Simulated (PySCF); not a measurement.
In(NCO)(OH)2 (CH₂InNO₃), SMILES [OH][In]([N]=C=O)[OH].

The structure is a stationary point at B3LYP-D3(BJ)/def2-SVP. The structure was generated by enumeration; whether it is a known compound was not checked. The def2 effective core potentials stand for the cores of In; spin–orbit coupling is left out. One conformer was computed; it need not be the lowest.

Level of theory: TDDFT-PBE/def2-SVPD in PySCF 2.14.0.

Vertical excitations. Gas-phase values at a fixed geometry. State labels are in the subgroup Cs.

Computed lowest excited states:
| state | symmetry | energy (eV) | λ (nm) | f | main pairs |
|---|---|---|---|---|---|
| S1 | A" | 3.90 | 318 | 0.000 | HOMO→LUMO 100 % |
| S2 | A' | 4.09 | 303 | 0.033 | HOMO−1→LUMO 96 % |
| S3 | A" | 4.25 | 291 | 0.000 | HOMO−2→LUMO 100 % |
| S4 | A" | 4.81 | 258 | 0.036 | HOMO−3→LUMO 99 % |
| S5 | A" | 5.26 | 236 | 0.000 | HOMO−1→LUMO+1 100 % |
| S6 | A' | 5.40 | 230 | 0.006 | HOMO−4→LUMO 43 %, HOMO→LUMO+1 38 %, HOMO−2→LUMO+1 15 % |
| S7 | A' | 5.51 | 225 | 0.028 | HOMO→LUMO+1 32 %, HOMO−2→LUMO+1 29 %, HOMO−5→LUMO 26 %, HOMO−4→LUMO 10 % |
| S8 | A' | 5.74 | 216 | 0.144 | HOMO−5→LUMO 41 %, HOMO→LUMO+1 21 %, HOMO−3→LUMO+1 16 %, HOMO−4→LUMO 14 % |
| S9 | A' | 6.35 | 195 | 0.188 | HOMO−2→LUMO+1 48 %, HOMO−4→LUMO 25 %, HOMO−5→LUMO 12 % |
| S10 | A' | 6.50 | 191 | 0.018 | HOMO−3→LUMO+1 74 % |
| T1 | A" | 3.70 | 335 | 0 | HOMO→LUMO 100 % |
| T2 | A' | 3.71 | 334 | 0 | HOMO−1→LUMO 99 % |
| T3 | A" | 3.90 | 318 | 0 | HOMO−2→LUMO 100 % |
| T4 | A" | 4.34 | 286 | 0 | HOMO−3→LUMO 99 % |
Triplets are in the Tamm–Dancoff approximation, which puts them higher than full response would, so one can lie above its singlet here.
